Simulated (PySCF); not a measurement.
oxalic acid (C2H2O4), SMILES C(C(=O)O)(O)=O. Atoms are numbered in the order given.

```xyz
8

O     -0.9603    -1.4620     0.0000
C      0.1590    -0.7506     0.0000
O      1.2676    -1.2020     0.0000
C     -0.1590     0.7506     0.0000
O      0.9603     1.4620     0.0000
O     -1.2676     1.2020     0.0000
H     -0.6986    -2.3959     0.0000
H      0.6986     2.3959     0.0000
```

Coordinates come from a PBE0-D3(BJ)/def2-SVP optimisation. One conformer was computed; it need not be the lowest.

The numbers are results of PBE/def2-TZVP run with PySCF, not measurements.

Symmetry labels are those of the subgroup C2h that the program uses (full group C2h).

Computed valence orbital energies around the gap with their symmetry:
```json
[
 {"orbital": "HOMO−7", "symmetry": "Bu", "energy (eV)": "-12.25"},
 {"orbital": "HOMO−6", "symmetry": "Bg", "energy (eV)": "-10.96"},
 {"orbital": "HOMO−5", "symmetry": "Bu", "energy (eV)": "-10.84"},
 {"orbital": "HOMO−4", "symmetry": "Ag", "energy (eV)": "-9.90"},
 {"orbital": "HOMO−3", "symmetry": "Bg", "energy (eV)": "-8.54"},
 {"orbital": "HOMO−2", "symmetry": "Au", "energy (eV)": "-8.31"},
 {"orbital": "HOMO−1", "symmetry": "Bu", "energy (eV)": "-8.02"},
 {"orbital": "HOMO", "symmetry": "Ag", "energy (eV)": "-6.53"},
 {"orbital": "LUMO", "symmetry": "Au", "energy (eV)": "-3.00"},
 {"orbital": "LUMO+1", "symmetry": "Bu", "energy (eV)": "-0.10"},
 {"orbital": "LUMO+2", "symmetry": "Ag", "energy (eV)": "0.08"},
 {"orbital": "LUMO+3", "symmetry": "Bg", "energy (eV)": "0.69"}
]
```
